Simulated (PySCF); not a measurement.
Cartesian coordinates in Å; atom numbers follow the order of the lines, from 1:
```xyz
18

C     2.644   -0.181    0.924
C     1.514   -0.441   -0.030
F     0.882   -1.621    0.329
O     0.633    0.606    0.021
C    -0.417    0.591   -0.913
C    -1.629   -0.206   -0.456
C    -2.271    0.323    0.801
F    -1.506    0.165    1.879
F    -2.550    1.631    0.694
F    -3.427   -0.310    1.038
H     3.342   -1.029    0.926
H     3.181    0.732    0.635
H     2.232   -0.048    1.934
H     1.863   -0.603   -1.072
H    -0.706    1.641   -1.070
H    -0.065    0.188   -1.882
H    -2.398   -0.172   -1.243
H    -1.364   -1.257   -0.281
```

Geometry: PBE0-D3(BJ)/def2-SVP; GIAO shifts from PySCF 2.14.0 with density-fitted response routines, gas phase, non-relativistic, averaged over equivalent atoms.

At CAM-B3LYP/pcSseg-1 (210 basis functions, 66 s wall time on 1 thread of an Arm Neoverse V1, shared host):
| atoms | δ (ppm) |
| --- | --- |
| C7 | 133.6 |
| C2 | 116.6 |
| C5 | 67.6 |
| C6 | 39.9 |
| C1 | 23.6 |
| F8/F9/F10 | -68.2 |
| F3 | -122.0 |
| O4 | 105.5 |
| H14 | 5.10 |
| H15 | 4.28 |
| H16 | 3.37 |
| H18 | 2.76 |
| H17 | 1.54 |
| H11/H12/H13 | 1.43 |

Shifts are taken against calculated references (same method and geometry level): ¹³C (σref 182.45) and ¹H (σref 31.33) against TMS; ¹⁹F (σref 189.10) vs CFCl3; ¹⁷O (σref 338.55) vs H2O.

**Question.** Estimate the result of repeating the calculation with PBE0/pcSseg-1.

**Answer.** 
```
      atoms  δ at PBE0/pcSseg-1  change
         C7               131.3    -2.3
         C2               114.8    -1.8
         C5                67.0    -0.6
         C6                38.5    -1.4
         C1                23.0    -0.6
  F8/F9/F10               -79.1   -10.9
         F3              -130.8    -8.8
         O4               103.1    -2.4
        H14                5.12   +0.02
        H15                4.29   +0.01
        H16                3.37   +0.00
        H18                2.74   -0.02
        H17                1.54   +0.00
H11/H12/H13                1.40   -0.03
```

Scale: ¹³C (σref 184.41), ¹H (σref 31.27) against TMS; ¹⁹F (σref 177.25) vs CFCl3; ¹⁷O (σref 334.56) vs H2O (reference shieldings calculated alike).

The largest change is at F8/F9/F10 (fluorine of a CF3 group). Cost: 210 basis functions, 45 s wall time on 1 thread of an Arm Neoverse V1, shared host. The order of the carbon signals is the same at both levels.

Unscaled 19F shifts against computed CFCl3 carry errors that often reach 10 to 50 ppm. Experimental scales use liquid or dissolved standards, which lie at an offset from isolated H2O (liquid H2O: subtract about 36 ppm).
